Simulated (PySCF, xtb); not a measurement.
FGaH₂O, SMILES [OH][GaH][F].

GFN2-xTB (xtb) at its own geometry gives an orbital gap of 5.41 eV and a dipole moment of 1.63 D.

Geometry optimised at B3LYP-D3(BJ)/def2-TZVP. One conformer was computed; it need not be the lowest.

**Question.** What does HF/def2-TZVPD run with PySCF give? (Estimate from the structure and the level; the computed values follow.)

**Answer.** gap 14.86 eV (levels -13.64 and 1.21 eV), dipole 1.02 D.
